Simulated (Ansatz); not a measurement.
Frontier orbitals of C₄H₁₀ClIn (`CCC[CH](Cl)[InH2]`).

```xyz
16

C    -0.886    1.350    0.583
C     0.331    0.730    1.254
C     0.637   -0.705    0.831
C     0.941   -0.819   -0.643
Cl    1.465   -2.517   -1.046
In   -0.711   -0.683   -2.053
H    -0.702    1.581   -0.473
H    -1.155    2.299    1.052
H    -1.757    0.692    0.651
H     0.178    0.734    2.337
H     1.210    1.359    1.071
H    -0.210   -1.351    1.087
H     1.492   -1.070    1.414
H     1.795   -0.197   -0.916
H    -2.162   -1.473   -1.569
H    -0.467    0.070   -3.581
```

Total charge 0; spin multiplicity 1. Correlated methods include outer-core shells of In, which these sets cover unevenly. In takes the def2 core potential. The structure was optimised at the PBE0-D4/def2-TZVP level. It is one conformer, not always the lowest. Basis def2-TZVPP, the Gaussian-basis code of Ansatz.

```
functional  HOMO (eV)  LUMO (eV)
 CAM-B3LYP      -8.23      -0.50
```

Problem. Give HOMO and LUMO (eV) with LDA (SPW92), PBE, revPBE, BLYP, r2SCAN, B97M-V, PBE0, B3LYP, r2SCANh, r2SCAN0, HSE06 (plane-wave form), BHLYP, LC-ωPBE, ωB97X-V, ωB97M-V, HF. (An estimate is asked.)

Solution. Computed: 
```json
{"functional": "LDA (SPW92)", "HOMO": "-5.92", "LUMO": "-2.40"}
{"functional": "PBE", "HOMO": "-5.77", "LUMO": "-2.08"}
{"functional": "revPBE", "HOMO": "-5.71", "LUMO": "-1.93"}
{"functional": "BLYP", "HOMO": "-5.66", "LUMO": "-2.01"}
{"functional": "r2SCAN", "HOMO": "-5.99", "LUMO": "-1.81"}
{"functional": "B97M-V", "HOMO": "-6.08", "LUMO": "-2.07"}
{"functional": "PBE0", "HOMO": "-6.92", "LUMO": "-1.33"}
{"functional": "B3LYP", "HOMO": "-6.73", "LUMO": "-1.59"}
{"functional": "r2SCANh", "HOMO": "-6.42", "LUMO": "-1.55"}
{"functional": "r2SCAN0", "HOMO": "-7.07", "LUMO": "-1.17"}
{"functional": "HSE06 (plane-wave form)", "HOMO": "-6.52", "LUMO": "-1.69"}
{"functional": "BHLYP", "HOMO": "-7.99", "LUMO": "-0.64"}
{"functional": "LC-ωPBE", "HOMO": "-9.53", "LUMO": "0.62"}
{"functional": "ωB97X-V", "HOMO": "-9.20", "LUMO": "0.46"}
{"functional": "ωB97M-V", "HOMO": "-9.08", "LUMO": "0.18"}
{"functional": "HF", "HOMO": "-9.66", "LUMO": "1.23"}
```

B3LYP here is the variant with VWN-RPA as its local correlation; programs differ in this. LC-ωPBE has ω = 0.4 bohr⁻¹. Positive LUMOs are unbound and depend on the basis.
